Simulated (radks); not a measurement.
All-electron atom: Mo in [Kr] 4d5 5s1.

All-electron calculation, scalar-relativistic Kohn-Sham, PBE, spin-polarised, spherical densities, finite nucleus; open shells are filled with parallel spins first (spin-orbit coupling, left out, can overturn this in heavy ions); Fermi nuclear charge, rms radius 4.4091 fm. Program: a radial shooting solver on a logarithmic mesh with Libxc functionals.

Energy parts (eV):
part                       energy
total                 -110171.612
kinetic                113593.145
electron-nucleus      -265537.838
Hartree                 45138.207
exchange-correlation    -3365.127

Orbitals (lengths in bohr, moments of r in powers of bohr; r(90%) holds 90 % of the orbital's charge):
orbital  occ.  eigenvalue (eV)      <r>  r(90%)   <1/r>
1s up       1        -19821.16  0.03517  0.0630   43.55
1s down     1        -19821.16  0.03517  0.0630   43.55
2s up       1        -2798.949   0.1537   0.237   9.804
2s down     1        -2798.474   0.1537   0.237   9.805
2p up       3        -2502.100   0.1340   0.218   9.532
2p down     3        -2501.746   0.1339   0.218   9.533
3s up       1        -475.8182   0.4289   0.634   3.366
3s down     1        -475.5610   0.4289   0.634   3.365
3p up       3        -378.5587   0.4306   0.651   3.201
3p down     3        -378.2697   0.4306   0.650   3.201
3d up       5        -220.3705   0.4154   0.664   2.968
3d down     5        -219.9242   0.4152   0.664   2.968
4s up       1         -64.7980    1.112    1.62   1.224
4s down     1         -62.1287    1.103    1.61   1.237
4p up       3         -39.0882    1.244    1.85   1.080
4p down     3         -36.0947    1.232    1.83   1.093
5s up       1          -4.6129    3.475    5.22  0.3693
4d up       5          -4.5707    1.967    3.24  0.6960

The highest occupied level is 4d up at -4.571 eV. Spin moment in Bohr magnetons: 6. Summed over all electrons, <r^2> = 55.42 bohr^2, which gives a Langevin (diamagnetic) susceptibility term of -43.9 x 10^-6 cm^3/mol.
